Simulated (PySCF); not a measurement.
A GIAO shielding run with PySCF 2.14 (density fitting, non-relativistic, gas phase) on SMILES [SiH2](O[SiH2]SC[SiH3])[SiH3], CH$_{12}$OSSi$_{4}$:

```
$ OMP_NUM_THREADS=1 python probes_run.py task.json out

{"job": {"kind": "nmr", "xc": "PBE0", "basis": "pcSseg-1"}, "charge": 0, "multiplicity": 1}
Si    -1.953307    -0.164961    -1.385536
C     -2.137374     1.421516    -0.352584
S     -0.508122     2.183172     0.018416
Si     0.062487     1.183062     1.818946
O      0.527223    -0.330347     1.541019
Si     1.515446    -1.520875     1.000413
Si     2.437567    -0.896880    -1.016657
H     -3.311609    -0.628424    -1.685863
H     -1.240019    -1.180127    -0.611025
H     -1.227146     0.157560    -2.611595
H     -2.686862     2.188212    -0.895492
H     -2.647749     1.252352     0.593301
H      1.171103     1.971157     2.321294
H     -1.107669     1.060242     2.673004
H      0.601671    -2.669719     0.991389
H      2.459470    -1.711214     2.109240
H      1.494600    -0.954125    -2.140788
H      3.538515    -1.809343    -1.353951
H      3.001970     0.457993    -1.010115
```

Hardware: 1 thread of an Arm Neoverse V1, shared host. The job also computes population analyses, field gradients.

Task: How large is the calculation?

Result: 98 electrons, 214 basis functions and 1233 auxiliary functions.

Task: How long does it take, and how much memory does it need?

Result: 47 s of wall time, with 14 SCF cycles and 5 response iterations; peak memory 1.1 GiB. Times on a shared host scatter by some tens of per cent.
